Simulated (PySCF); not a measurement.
## Polarisability and C₆ of F⁻ (fluorine, charge -1)

[Ne], closed-shell 1S. Calculation: PySCF 2.14, in dyall-acv3z (15s9p4d2f, 76 functions); the spin-free X2C one-electron Hamiltonian (Gaussian nucleus). Coupled (time-dependent) response in atomic units; α is the mean over directions.

```
method  mean α (bohr³)  C₆ (like pair)  S(−4)
   UHF           7.272           26.27  35.39
  PBE0           9.398           34.85  75.35
```

S(−4) is the Cauchy moment in α(ω) = α(0) + S(−4) ω² + …

α(iu) at UHF:

| u (hartree) | α(iu) (bohr³) |
| --- | --- |
| 0 | 7.272 |
| 0.0500 | 7.185 |
| 0.100 | 6.946 |
| 0.200 | 6.219 |
| 0.300 | 5.456 |
| 0.500 | 4.269 |
| 0.750 | 3.273 |
| 1.00 | 2.566 |
| 1.50 | 1.652 |
| 2.00 | 1.130 |
| 3.00 | 0.6160 |
| 5.00 | 0.2645 |

A single London oscillator, α(iu) = α/(1 + u²/ω²), gives C₆ = (3/4) ω α². Matching the computed C₆ needs ω = 4 × 26.27 / (3 × 7.272²) = 0.662 hartree.

For an ion, C₆ is the dispersion term alone; charge-induced terms of lower order in 1/R come first.
